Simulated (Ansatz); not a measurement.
Reactions of C7H12 (`CCC1=CCCC1`).

Isolated molecules relaxed with PBE0-D4/def2-TZVP in Ansatz; ΔE leaves out vibrations. CBS: MP2 limit from def2 TZ/QZ plus the TZ coupled-cluster correction, frozen cores. This one scheme is used for every species. DFT in def2-TZVPP. Triplets are unrestricted, without spin–orbit coupling. For As outer-core shells are correlated without core-valence functions, which leaves a few kJ/mol of doubt a bond. Scalar relativity is left out up to krypton. One conformer a species, not always the lowest.

```tsv
reaction	CCSD(T)/CBS(def2) (kcal/mol)
`CCC1=CCCC1` + H–F → `FC1=CCCC1` + ethane	12.0
`CCC1=CCCC1` → `CC1=C(C)CCC1`	-3.4
`CCC1=CCCC1` + `N[AsH2]` → `CC[AsH]N` + `C1=CCCC1`	-1.5
`CCC1=CCCC1` → `CC#CCCCC`	?
`CCC1=CCCC1` → `CCC#CCCC`	26.8
`CCC1=CCCC1` → `CC1=CCCC1` + `[CH2]` (triplet)	103.9
`CCC1=CCCC1` + H₂ → `CC1=CCCC1` + CH₄	?
```

Problem. Fill in the missing values. (Estimate.)

Solution. Ansatz gave: `CCC1=CCCC1` → `CC#CCCCC`: +26.5 kcal/mol; `CCC1=CCCC1` + H₂ → `CC1=CCCC1` + CH₄: -16.4 kcal/mol.

Largest T1 diagnostic: 0.011, for `[CH2]` (triplet).
